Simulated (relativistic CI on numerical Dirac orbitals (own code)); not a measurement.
# Electric-dipole lines of Os3+

Method of calculation: Dirac-Coulomb-Breit CI, KLI orbitals optimised for each configuration, model QED, valence Slater integrals scaled by 0.85, P86 correlation energy added to each configuration (own radial code, finite nucleus).

CI space (outside the closed core [Kr] 4d10 4f14 5s2): 5p⁶5d⁵, 5p⁶5d⁴6s, 5p⁶5d³6s², 5p⁶5d⁴6p, 5p⁶5d⁴5f, 5p⁶5d⁴5g, 5p⁶5d³6s6p, 5p⁶5d⁴6d, 5p⁶5d⁴7s, 5p⁶5d⁴7p, 5p⁶5d⁴7d, 5p⁵5d⁶, 5p⁶5d³6p², 5p⁶5d⁴6f, 5p⁶5d³6s7s. Levels of other configurations are missing.

```tsv
λ vac (Å)	Lower	Upper	A (s⁻¹)	gf	Branching (%)
785.53	5p⁶5d⁵ ⁴G11/2 [6]	5p⁶5d⁴6p ⁴F°9/2 [183]	7.26e+08	6.72e-01	28.8
792.61	5p⁶5d⁵ ⁶S5/2 [1]	5p⁶5d⁴6p ⁶P°5/2 [112]	1.02e+09	5.78e-01	39.6
805.11	5p⁶5d⁵ ⁴G9/2 [7]	5p⁶5d⁴6p ⁴G°9/2 [173]	1.47e+09	1.43e+00	42.1
809.04	5p⁶5d⁵ ⁶S5/2 [1]	5p⁶5d⁴6p ⁶P°3/2 [108]	2.06e+09	8.07e-01	54.7
816.70	5p⁶5d⁵ ⁴G5/2 [5]	5p⁶5d⁴6p ⁴G°5/2 [160]	9.99e+08	5.99e-01	30.1
817.78	5p⁶5d⁵ ⁶S5/2 [1]	5p⁶5d⁴6p ⁶P°7/2 [106]	1.90e+09	1.52e+00	63.7
818.86	5p⁶5d⁵ ⁴D7/2 [9]	5p⁶5d⁴6p ⁴P°5/2 [181]	1.63e+09	9.84e-01	41.4
818.95	5p⁶5d⁵ ⁴G7/2 [3]	5p⁶5d⁴6p ⁴G°7/2 [154]	6.88e+08	5.53e-01	21.3
821.61	5p⁶5d⁵ ⁴G7/2 [3]	5p⁶5d⁴6p ⁴F°5/2 [153]	1.04e+09	6.33e-01	37.8
823.05	5p⁶5d⁵ ⁴G11/2 [6]	5p⁶5d⁴6p ⁴G°11/2 [157]	1.46e+09	1.78e+00	50.7
825.42	5p⁶5d⁵ ²I11/2 [13]	5p⁶5d⁴6p ²H°9/2 [200]	2.74e+09	2.79e+00	57.9
825.82	5p⁶5d⁵ ²I11/2 [13]	5p⁶5d⁴6p ⁴G°11/2 [199]	1.20e+09	1.47e+00	40.0
833.58	5p⁶5d⁵ ⁶S5/2 [1]	5p⁶5d⁴6p ⁶P°5/2 [104]	1.18e+09	7.37e-01	52.7
834.69	5p⁶5d⁵ ⁴G7/2 [3]	5p⁶5d⁴6p ⁴D°7/2 [148]	1.01e+09	8.48e-01	34.0
841.44	5p⁶5d⁵ ⁴G9/2 [7]	5p⁶5d⁴6p ²F°7/2 [150]	1.18e+09	9.99e-01	38.5
841.44	5p⁶5d⁵ ⁴G11/2 [6]	5p⁶5d⁴6p ⁴F°9/2 [149]	1.18e+09	1.25e+00	42.0
844.09	5p⁶5d⁵ ⁴G5/2 [2]	5p⁶5d⁴6p ⁴G°5/2 [133]	8.45e+08	5.42e-01	33.5
844.56	5p⁶5d⁵ ²I11/2 [13]	5p⁶5d⁴6p ²I°11/2 [184]	1.20e+09	1.53e+00	43.4
845.80	5p⁶5d⁵ ⁴G5/2 [2]	5p⁶5d⁴6p ⁴F°3/2 [132]	1.97e+09	8.47e-01	57.9
848.41	5p⁶5d⁵ ⁴G11/2 [6]	5p⁶5d⁴6p ⁴F°9/2 [145]	8.12e+08	8.76e-01	31.4
854.07	5p⁶5d⁵ ²I13/2 [16]	5p⁶5d⁴6p ²I°13/2 [190]	1.57e+09	2.40e+00	57.6
861.00	5p⁶5d⁵ ⁴G11/2 [6]	5p⁶5d⁴6p ⁴G°11/2 [141]	9.77e+08	1.30e+00	38.9
863.29	5p⁶5d⁵ ⁴G5/2 [5]	5p⁶5d⁴6p ⁴F°7/2 [140]	8.93e+08	7.99e-01	40.4
888.03	5p⁶5d⁵ ⁴G7/2 [3]	5p⁶5d⁴6p ⁴H°9/2 [128]	4.71e+08	5.57e-01	28.8
1347.9	5p⁶5d⁴6s ⁶D7/2 [35]	5p⁶5d⁴6p ⁶F°9/2 [121]	1.06e+09	2.89e+00	71.1
1369.0	5p⁶5d⁴6s ⁴H11/2 [48]	5p⁶5d⁴6p ⁴H°13/2 [176]	8.84e+08	3.48e+00	47.9
1381.4	5p⁶5d⁴6s ⁴H9/2 [44]	5p⁶5d⁴6p ⁴G°11/2 [157]	6.98e+08	2.40e+00	24.2
1385.7	5p⁶5d⁴6s ⁴H13/2 [52]	5p⁶5d⁴6p ⁴I°15/2 [180]	1.56e+09	7.19e+00	98.4
1386.4	5p⁶5d⁴6s ⁶D9/2 [38]	5p⁶5d⁴6p ⁶F°11/2 [123]	1.03e+09	3.55e+00	75.1
1573.0	5p⁶5d⁴6s ⁶D9/2 [38]	5p⁶5d⁴6p ⁶P°7/2 [106]	7.56e+08	2.25e+00	25.4
```

Terms are leading LS components. Brackets give the number of a level in order of energy, since labels repeat. The list gives strong lines, with weight on those to low levels, without lines whose two gauges differ by over a factor of 2.5, among the lowest 200 of 2903 levels, so that lines to higher ones, which can be the strongest, are missing, and without lines across small gaps between configurations, and without 5 lines that miss the measured interval by over 3.5 %, start from a term whose rates miss tabulated ones by over 60 %, have gauges far apart or, lacking measured levels, span too small a gap for the errors found; lines with a level outside our table were not tested and can miss by more. Levels whose partners in the same complex of configurations lie outside the list can be far off, and so can their lines. Rates are taken at the computed energies, electric ones in the length gauge.

For a near-neutral ion this model can misplace configurations by up to about 10,000 cm⁻¹ (more where the count of f electrons changes) and terms by 10 to 25 % of their spread. Rates follow the energies as ν³ (E1, M1) or ν⁵ (E2), so they and the lifetimes can be off by large factors. The fine structure of a lone outer electron comes out too small, for d and f at times inverted, and misplaced configurations move strength between like terms.

LS names give the leading component of a level, which can be under half, so a name can repeat, a term be missing and a line seem to break the LS rules.
